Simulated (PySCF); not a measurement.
Constitutional and geometric isomers with formula CH8Si3. All species are isolated molecules in the gas phase. One relaxed conformer stands for each flexible species; it need not be the lowest. Strings in code marks are SMILES.

Quantity: vertical ionisation energy (energy after one electron is removed minus that of the parent at the parent's geometry), in eV.

Case: `C[Si](=[SiH2])[SiH3]`. Geometry of `C[Si](=[SiH2])[SiH3]` (neutral, multiplicity 1, Å):

```xyz
12

C      1.9373    -0.2841    -0.3936
Si     0.1671     0.1786     0.0189
Si    -0.4568     2.1794     0.4284
Si    -1.4950    -1.4297     0.0348
H      2.3215    -1.0094     0.3270
H      2.5754     0.6007    -0.3697
H      1.9962    -0.7292    -1.3892
H     -1.8690     2.4769     0.7522
H      0.4448     3.3547     0.4656
H     -1.6344    -2.0880    -1.2939
H     -1.2150    -2.4958     1.0363
H     -2.7721    -0.7541     0.3833
```

Question: Predict the vertical ionisation energy (energy after one electron is removed minus that of the parent at the parent's geometry) from PBE/6-31G* // PBE0-D3(BJ)/def2-TZVP (PySCF).

Answer: 7.42 eV.
